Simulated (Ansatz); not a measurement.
Input for Ansatz (a program for electronic structure): R-PBE/def2-TZVPP on iminoborane (SMILES B=N), atoms moved off the minimum.

Ansatz 0.2 input:
```yaml
crystal:
  periodic: [false, false, false]
  atoms:
    - {symbol: B, position_ang: [0.01899953, 0.03183108, -0.70396643]}
    - {symbol: N, position_ang: [-0.02809586, -0.00968980, 0.54785810]}
    - {symbol: H, position_ang: [0.00419777, 0.01254883, -1.81991333]}
    - {symbol: H, position_ang: [-0.03709341, 0.01250589, 1.55215671]}
basis:
  gaussian:
    orbitals: def2-TZVPP
hamiltonian:
  xc: {name: PBE}
scf: {lower_state_search: off}
output: {forces: true}
```

The head of its log:

```
WARN ansatz: RAYON_NUM_THREADS=1 ignored (pool sized by the plan → 1); use --threads N
Functional definition: PBE
these checks for a lower state are left out or cut short: stability, starts, cluster_reference, orbital_swaps, neighbouring_geometries, increment
integrals: 0.01 GiB planned
442 factors; their error is unknown
mean field: 0.16 GiB planned
mean field evaluation 1: about -2187.0248 eV, gradient 7.0e1 eV
mean field evaluation 2: about -2137.7767 eV, gradient 1.3e2 eV
```

Problem. What total energy does the run end on?

Solution. -80.7213 hartree.
